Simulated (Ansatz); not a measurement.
Compare A (`C[B](C)[AlH2]`) with its isomer B (`[BH2][Al]([CH3])[CH3]`).

Gas-phase electronic energies from Ansatz, PBE0-D4/def2-TZVP geometries. CCSD(T)/CBS is the MP2 limit (def2-TZVPP, def2-QZVPP) plus CCSD(T) − MP2 in def2-TZVPP, frozen cores. DFT in def2-TZVPP. B3LYP here is the variant with VWN-RPA as its local correlation; programs differ in this.

(1) Which is lower in electronic energy at CCSD(T)/CBS, and by how much? (An estimate is asked.)

(2) Give E(B) − E(A) in kcal/mol with CCSD/def2-TZVPP, B2PLYP, B3LYP-D4, CCSD(T)/def2-SVP, HF/def2-TZVPP, B3LYP, BLYP-D4. (An estimate is asked.)

(3) Does the order hold for the free energy at 298.15 K (harmonic terms from PBE0-D4)? (Best estimate.)

Largest T1 diagnostic: 0.011.

Answers

(1) Ansatz gave: A, by 1.3 kcal/mol.

(2) Computed: CCSD/def2-TZVPP 1.3, B2PLYP 1.4, B3LYP-D4 2.5, CCSD(T)/def2-SVP 5.7, HF/def2-TZVPP 1.7, B3LYP 1.7, BLYP-D4 2.6. None reverses the order clearly.

(3) Computed: Too close to call: G(B) − G(A) = 0.0 kcal/mol. Modes under 60 cm⁻¹, often nearly free rotors, make the harmonic entropy too high.

Leaving LDA and LC-ωPBE aside and taking each functional with its dispersion term where it has one, the values, not all of them listed here, spread over 6.1 kcal/mol, from B2PLYP to B97M-V. LDA lies +3.1 kcal/mol from PBE without D4. At CCSD(T), def2-SVP lies +4.5 kcal/mol from the extrapolated value and def2-TZVPP +0.2 kcal/mol.
